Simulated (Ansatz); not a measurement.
The first iterations of a band of Cl5HOW + FH (10 atoms, charge 0, multiplicity 1).

The calculation used Ansatz, RHF/def2-SVP.

```yaml
movable_images: 7
climbing_image: yes
spring: 5.0 eV/Å²
optimiser: quadratic models (default)
start_path: through a guess of the saddle point
force_threshold: 0.05 eV/Å
iteration_limit: 55
end_points: relaxed
```

Initial state:

```xyz
10
Properties=species:S:1:pos:R:3
W -0.461 -0.102 -0.240
O -0.400 0.397 1.478
H 0.145 0.704 2.211
Cl 1.909 0.311 -0.169
Cl -0.830 2.081 -0.923
Cl -2.713 -0.497 -0.316
Cl -0.104 -2.321 0.321
Cl -0.087 -0.662 -2.450
F 1.704 1.178 2.904
H 2.265 1.065 2.196
```

Final state:

```xyz
10
Properties=species:S:1:pos:R:3
W 0.055 -0.357 0.108
O 0.575 -0.377 2.290
H 0.623 -1.221 2.727
Cl 2.198 0.402 -0.210
Cl 0.051 3.483 -1.692
Cl -2.026 0.297 0.854
Cl 0.173 -2.650 0.499
Cl -0.518 -0.363 -2.157
F -0.144 2.622 -0.330
H 0.442 0.317 2.924
```

| iteration | highest image above the first end (eV) | largest band force component (eV/Å) |
| --- | --- | --- |
| 1 | 87.323 | 464.990 |
| 2 | 25.964 | 114.329 |
| 3 | 13.758 | 77.931 |
| 4 | 6.228 | 35.904 |
| 5 | 3.310 | 18.653 |
| 6 | 3.080 | 5.189 |
| 7 | 3.186 | 4.315 |
| 8 | 2.849 | 1.765 |
| 9 | 2.689 | 1.355 |
| 10 | 2.540 | 3.710 |
| 11 | 2.480 | 1.089 |
| 12 | 2.404 | 2.847 |
| 13 | 2.407 | 0.968 |
| 14 | 2.528 | 0.516 |
| 15 | 2.442 | 0.872 |
| 16 | 2.350 | 1.511 |
| 17 | 2.315 | 0.493 |
| 18 | 2.338 | 0.572 |

Question: Does the band converge within its limit, and where does its top end?

Answer: The run ended unconverged. It ended after 55 iterations with the highest image 4.405 eV above the first end. The band didn't meet its force threshold, so its energies are provisional: the largest band force was still 0.45 eV/Å, and over the last iterations the top stayed at 4.40 eV. Neighbouring images lie up to 3.2 Å apart, so the band is torn or far too coarse. The orbitals stay closed-shell, which can raise the energy where a bond breaks towards radicals; this wasn't checked here.

The run took 27 min on 4 threads of Intel(R) Xeon(R) Platinum 8259CL CPU @ 2.50GHz (Skylake/Cascade Lake), with other jobs on the host, peak memory 0.74 GiB.
